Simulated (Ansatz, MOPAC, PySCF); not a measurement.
Pair of molecules: GeH4 (SMILES [GeH4]) (first 5 atoms) with GeH4 (SMILES [GeH4]); geometry from B3LYP-D3(BJ)/def2-TZVP, rigid monomers moved along the line of their centres of mass till Ge1···Ge6 is 3.69 Å.
(charge 0, multiplicity 1):
```
atom    x (Å)    y (Å)    z (Å)
----  -------  -------  -------
Ge     0.1062   0.0277   0.0037
H     -0.2452   1.4544   0.4496
H     -1.0035  -0.9338   0.4526
H      1.4344  -0.3935   0.6489
H      0.2396  -0.0169  -1.5257
Ge    -0.0850  -0.0222   3.6870
H      0.3242  -1.4256   3.2175
H     -1.4268   0.3576   3.0442
H      0.9871   0.9904   3.2593
H     -0.2250  -0.0101   5.2165
```

Monomers are frozen at their geometry in the pair; levels with a basis set take the counterpoise correction.

Cores are frozen in the correlated methods. Filled d and f shells under p-block atoms count as core. The state that PM7 reach isn't checked; PM7 holds dispersion and hydrogen-bond terms.

Codes used: Ansatz (Gaussian orbitals); MOPAC for PM7 (differences of heats of formation); PySCF for the dispersion terms. Values without a source in brackets are computed.

**Question.** Predict the interaction energy from B3LYP-D4/def2-TZVPPD.

**Answer.** 0.0 kcal/mol

**Question.** What interaction energy does PM7 give?

**Answer.** -2.9 kcal/mol

**Question.** Estimate the interaction energy that SCS-MP2/aug-cc-pVDZ returns for this input.

**Answer.** 1.3 kcal/mol

Ansatz is a first-principles code.
